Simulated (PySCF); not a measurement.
Electron correlation in Os⁶⁰⁺ (osmium, charge +60)

[Ne] 3s2 3p4, high-spin 3P determinant. Calculation: PySCF 2.14, in an even-tempered Gaussian basis (16 s from 16 bohr⁻², ratio 2.5; 10 p from 20 bohr⁻², ratio 2.5; 4 d from 84 bohr⁻², ratio 2.7; 4 f from 130 bohr⁻², ratio 2.7); no relativity, point nucleus. Frozen: 1s2; 14 electrons correlated; the 17 highest virtual orbitals of each spin left out.

```
  level  correlation energy (mhartree)
   CCSD                        -579.22
    (T)                          -0.81
CCSD(T)                        -580.03
```

Diagnostics: T1 = 0.00044, D1 = 0.0021, largest double amplitude 0.018.

A non-relativistic calculation at this Z misses sizeable relativistic shifts. Spin-orbit coupling is strong in this species (close to jj coupling), so the high-spin LS determinant is a model state, not a physical level.

Cost of the coupled-cluster step: of the order of 20 core-seconds, for 14 correlated electrons.

At this charge a non-relativistic calculation is a model, useful for the Z dependence of the correlation energy.

Spin-orbit coupling is strong in this species, so the high-spin LS determinant is a model state.
